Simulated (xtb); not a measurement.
In(F)(Br)(OH) (BrFHInO), SMILES [F][In]([OH])[Br]. All values are semi-empirical tight-binding results from xtb (GFN2-xTB unless named), good for trends rather than for accurate numbers. Geometry optimised at GFN2-xTB. The structure was generated by enumeration; whether it is a known compound was not checked. One conformer was computed; it need not be the lowest.

Optimised geometry:

```xyz
5

In    -0.0114    -0.6345     0.0000
F      1.6473    -1.6973     0.0000
Br    -0.0168     1.8157     0.0000
O     -1.5521    -1.8072     0.0000
H     -1.2633    -2.7229     0.0000
```

For metal compounds this method's bond lengths and energies can be far off.

```
Property                                        Value
-------------------------------------  --------------
point group as xtb finds it                        Cs
orbital gap                                   2.73 eV
zero-point energy                        8.5 kcal/mol
G − E(el) at 298.15 K (modified RRHO)  -12.6 kcal/mol
```

Computed atomic charges and the Wiberg bond orders between heavy atoms:
charges (e) In1 0.41, F2 -0.30, Br3 -0.01, O4 -0.45, H5 0.35. Bond orders In1–F2 0.91, In1–Br3 1.06, In1–O4 1.02.
